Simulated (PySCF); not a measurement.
**Finite-field polarisability of Se (selenium, neutral)**

[Ar] 3d10 4s2 4p4, high-spin 3P determinant. Computed with PySCF 2.14 in x2c-TZVPPall with one added diffuse shell each of s, p, d type (7s6p5d1f, 57 functions), with the spin-free X2C one-electron Hamiltonian (Gaussian nucleus). Frozen: [Ar] 3d10. Energy changes in a uniform field (μhartree):

```
axis  F (au)        HF       MP2      CCSD   CCSD(T)
   x  0.0029   -98.058   -98.544   -98.201   -98.471
   x  0.0058  -392.349  -394.306  -392.937  -394.021
   y  0.0027  -103.535  -105.079  -104.763  -105.403
   y  0.0054  -414.392  -420.601  -419.342  -421.910
```

By symmetry the remaining axis equals x.

(1) Derive α along x at CCSD(T) from the two fields.

(2) And the mean polarisability at each level?

CCSD(T) lies more than 5 % below the reference, which points to too few diffuse and polarisation functions.

Results:

(1) With ΔE = −αF²/2 − γF⁴/24, α = −(16 ΔE(F) − ΔE(2F))/(6F²) = 23.41 bohr³.

(2) The components xx, yy, zz at CCSD(T) are 23.41, 28.91, 23.41, the third axis being equal by symmetry to one of the two computed. Means: HF 25.01, MP2 25.23, CCSD 25.15, CCSD(T) 25.25 bohr³. Reference: 28.9 ± 1 bohr³ (recommended; Schwerdtfeger and Nagle, table of static dipole polarizabilities (2023 update)).
